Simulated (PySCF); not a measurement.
Isomers of C5H12N2O2Si, mass 160.067 u with the commonest isotopes. Method: PBE0/pcSseg-1 in PySCF (dipole) on a GFN2-xTB geometry, gas phase. One conformer each, none proved a minimum here; rigid rotors.

Problem. Order these by radius of gyration √(Σ m r²/M), smallest first.
A. `[CH2:1]=[C:2]([O:3][SiH2:4][N:5]([CH3:6])[CH3:7])[C:8]([NH2:9])=[O:10]` with C1–C2–O3–Si4 -5°, C2–O3–Si4–N5 180°, O3–Si4–N5–C6 -44°, C1–C2–C8–N9 173°, C2–C8–N9–H -178° and -3°
B. `[CH3:1][O:2][Si@H:3]1[NH:4][CH2:5][CH2:6][N:7]1[C:8]([CH3:9])=[O:10]` with C1–O2–Si3–N4 173°, C6–N7–C8–C9 5°, O2–Si3–N4–C5 110°, Si3–N4–C5–C6 24°, N4–C5–C6–N7 -29°, C5–C6–N7–C8 -166°
C. `[CH3:1][O:2][C:3](=[O:4])[C@H:5]1[CH2:6][CH2:7][Si:8]1([NH2:9])[NH2:10]` with C1–O2–C3–O4 -1°, O2–C3–C5–C6 156°, C7–Si8–N9–H -85° and 54°, C7–Si8–N10–H 69° and -157°, C3–C5–C6–C7 123°, C5–C6–C7–Si8 -10°, C6–C7–Si8–N9 -97°, C3–C5–Si8–C7 -125°
D. `[CH3:1][C:2](=[O:3])[CH2:4][O:5][SiH:6]1[NH:7][CH2:8][CH2:9][NH:10]1` with C1–C2–C4–O5 168°, C2–C4–O5–Si6 29°, C4–O5–Si6–N7 -96°, O5–Si6–N7–C8 -134°, Si6–N7–C8–C9 38°, N7–C8–C9–N10 -36°, C8–C9–N10–Si6 19°

Solution. B (2.179 Å), C (2.245 Å), D (2.359 Å), A (2.555 Å).

Problem. Order these by rotational constant C, largest first.
A. `[CH3:1][C:2](=[O:3])[O:4][C@@H:5]1[CH2:6][CH2:7][Si:8]1([NH2:9])[NH2:10]` with C1–C2–O4–C5 -178°, C2–O4–C5–C6 156°, C7–Si8–N9–H 46° and 176°, C7–Si8–N10–H 107° and -32°, O4–C5–C6–C7 -139°, C5–C6–C7–Si8 18°, C6–C7–Si8–N9 -137°, O4–C5–Si8–C7 133°
B. `[CH3:1][O:2][Si@H:3]1[NH:4][CH2:5][CH2:6][N:7]1[C:8]([CH3:9])=[O:10]` with C1–O2–Si3–N4 173°, C6–N7–C8–C9 5°, O2–Si3–N4–C5 110°, Si3–N4–C5–C6 24°, N4–C5–C6–N7 -29°, C5–C6–N7–C8 -166°
C. `[CH2:1]=[C:2]([O:3][SiH2:4][N:5]([CH3:6])[CH3:7])[C:8]([NH2:9])=[O:10]` with C1–C2–O3–Si4 -5°, C2–O3–Si4–N5 180°, O3–Si4–N5–C6 -44°, C1–C2–C8–N9 173°, C2–C8–N9–H -178° and -3°
D. `[CH3:1][O:2][C:3](=[O:4])[C@H:5]1[CH2:6][CH2:7][Si:8]1([NH2:9])[NH2:10]` with C1–O2–C3–O4 -1°, O2–C3–C5–C6 156°, C7–Si8–N9–H -85° and 54°, C7–Si8–N10–H 69° and -157°, C3–C5–C6–C7 123°, C5–C6–C7–Si8 -10°, C6–C7–Si8–N9 -97°, C3–C5–Si8–C7 -125°
E. `[CH3:1][C:2](=[O:3])[CH2:4][O:5][SiH:6]1[NH:7][CH2:8][CH2:9][NH:10]1` with C1–C2–C4–O5 168°, C2–C4–O5–Si6 29°, C4–O5–Si6–N7 -96°, O5–Si6–N7–C8 -134°, Si6–N7–C8–C9 38°, N7–C8–C9–N10 -36°, C8–C9–N10–Si6 19°

Solution. A (740.4 MHz), D (715.6 MHz), B (691.5 MHz), E (585.0 MHz), C (493.5 MHz).

Problem. Order these by out-of-plane moment Σ m c² = (Ia + Ib − Ic)/2, largest first.
A. `[CH3:1][O:2][C:3](=[O:4])[C@H:5]1[CH2:6][CH2:7][Si:8]1([NH2:9])[NH2:10]` with C1–O2–C3–O4 -1°, O2–C3–C5–C6 156°, C7–Si8–N9–H -85° and 54°, C7–Si8–N10–H 69° and -157°, C3–C5–C6–C7 123°, C5–C6–C7–Si8 -10°, C6–C7–Si8–N9 -97°, C3–C5–Si8–C7 -125°
B. `[CH3:1][C:2](=[O:3])[CH2:4][O:5][SiH:6]1[NH:7][CH2:8][CH2:9][NH:10]1` with C1–C2–C4–O5 168°, C2–C4–O5–Si6 29°, C4–O5–Si6–N7 -96°, O5–Si6–N7–C8 -134°, Si6–N7–C8–C9 38°, N7–C8–C9–N10 -36°, C8–C9–N10–Si6 19°
C. `[CH3:1][O:2][Si@H:3]1[NH:4][CH2:5][CH2:6][N:7]1[C:8]([CH3:9])=[O:10]` with C1–O2–Si3–N4 173°, C6–N7–C8–C9 5°, O2–Si3–N4–C5 110°, Si3–N4–C5–C6 24°, N4–C5–C6–N7 -29°, C5–C6–N7–C8 -166°
D. `[CH3:1][C:2](=[O:3])[O:4][C@@H:5]1[CH2:6][CH2:7][Si:8]1([NH2:9])[NH2:10]` with C1–C2–O4–C5 -178°, C2–O4–C5–C6 156°, C7–Si8–N9–H 46° and 176°, C7–Si8–N10–H 107° and -32°, O4–C5–C6–C7 -139°, C5–C6–C7–Si8 18°, C6–C7–Si8–N9 -137°, O4–C5–Si8–C7 133°
E. `[CH2:1]=[C:2]([O:3][SiH2:4][N:5]([CH3:6])[CH3:7])[C:8]([NH2:9])=[O:10]` with C1–C2–O3–Si4 -5°, C2–O3–Si4–N5 180°, O3–Si4–N5–C6 -44°, C1–C2–C8–N9 173°, C2–C8–N9–H -178° and -3°

Solution. A (100.67 u·Å²), D (78.91 u·Å²), C (29.06 u·Å²), B (26.60 u·Å²), E (21.14 u·Å²).

```
                   SMILES  point group  Ia (u·Å²)  Ib (u·Å²)  Ic (u·Å²)      κ  μa (D)  μb (D)  μc (D)
     CO[Si@H]1NCCN1C(C)=O           C1     369.45     419.50     730.82   0.52    1.29    2.60    0.90
  C=C(O[SiH2]N(C)C)C(N)=O           C1     208.18     858.16    1024.07  -0.90    4.55    1.04    0.30
 COC(=O)[C@H]1CC[Si]1(N)N           C1     282.08     625.46     706.20  -0.83    1.36    2.28    0.12
      CC(=O)CO[SiH]1NCCN1           C1     164.57     752.45     863.82  -0.93    3.70    0.50    0.88
CC(=O)O[C@@H]1CC[Si]1(N)N           C1     292.48     547.94     682.59  -0.63    0.02    0.55    0.62
```
